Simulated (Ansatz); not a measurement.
System: sum formula Si$_{2}$H$_{3}$Cl$_{2}$ (charge 0, doublet). It need not be the lowest isomer of its formula. 
Structure (B3LYP-D3(BJ)/def2-TZVP (Ansatz, a quantum-chemistry and plane-wave program) minimum search):
SMILES: [SiH3][Si](Cl)Cl
```xyz
7

Si    -2.1312    -0.1421     0.0656
Si     0.1286     0.0627    -0.5894
Cl     1.1597    -1.6247     0.0447
Cl     0.9461     1.7222     0.3542
H     -2.2269    -0.2843     1.5373
H     -2.8450     1.0748    -0.3812
H     -2.6910    -1.3371    -0.6042
```
Charge 0, spin multiplicity 2.

Basis-set convergence of Hartree-Fock and CCSD correlation energies (hartree) with Ansatz. Correlated levels leave the core frozen unless marked. UHF or UKS for open shells. Spin-orbit coupling is left out. No relativistic terms.

```
basis            functions        E(HF)  E(corr, CCSD)
---------------  ---------  -----------  -------------
aug-cc-pV(D+d)Z        155  -1498.70562       -0.54224
aug-cc-pV(T+d)Z        289  -1498.75636       -0.67037
aug-cc-pV(Q+d)Z        494  -1498.76858       -0.71443
```

Extrapolating the two largest sets (X = 3 and 4) as X^-3: E(corr) = (64·(-0.71443) - 27·(-0.67037))/37 = -0.7466 Eh, an estimate of the basis-set limit. The largest set recovers 95.7 % of it, the smallest 72.6 %.
